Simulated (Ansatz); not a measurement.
Ansatz (a program for electronic structure) input:
A basis named .json is the Basis Set Exchange file of that set.

Ansatz 0.2 input:
```yaml
crystal:
  periodic: [false, false, false]
  atoms:
    - {symbol: Zn, position_ang: [-0.00000000, -0.00000000, -1.26024438]}
    - {symbol: Br, position_ang: [0.00000000, 0.00000000, 1.08020947]}
basis:
  gaussian:
    orbitals: def2-QZVPP.json
magnetization: {spin_polarized: true, initial_magnetization: 1}
correlation: {method: ccsd_t, electrons: outside_noble_gas}
```

**Question.** Which total energy does the run end on?

**Answer.** -4351.03575 Eh (CCSD(T)/def2-QZVPP). The basis has 189 functions.

The spin state was set by rule; other spins were not relaxed.
